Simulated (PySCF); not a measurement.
**Co: interval between two levels**

Co [Ar] 3d7 4s2 [4F9/2, M_J = 9/2] → Co [Ar] 3d7 4s1 4p1 [6G13/2, M_J = 13/2], as a difference of total energies. All numbers are calculated (PySCF 2.14, the two-component X2C-1e Hamiltonian, in x2c-SVPall-2c with one added diffuse shell each of s, d type (6s5p4d1f, 48 functions)). Correlated levels: [Ne] frozen; the 6 highest virtual spinors dropped. "Screened" scales the spin-orbit matrix elements by Boettger's factors to mimic the two-electron term; Breit and QED terms are absent.

| method | interval between two levels (cm⁻¹) |
| --- | --- |
| GHF (spin-free) | 24843 |
| GMP2 (spin-free) | 29782 |
| GHF (screened spin-orbit) | 25104 |
| GMP2 (screened spin-orbit) | 30050 |

The labels give the starting determinants; with spin-orbit coupling the two ends relaxed to ⟨J²⟩ = 24.76, ⟨L²⟩ = 12.02, ⟨S²⟩ = 3.76 and ⟨J²⟩ = 48.76, ⟨L²⟩ = 20.03, ⟨S²⟩ = 8.74.
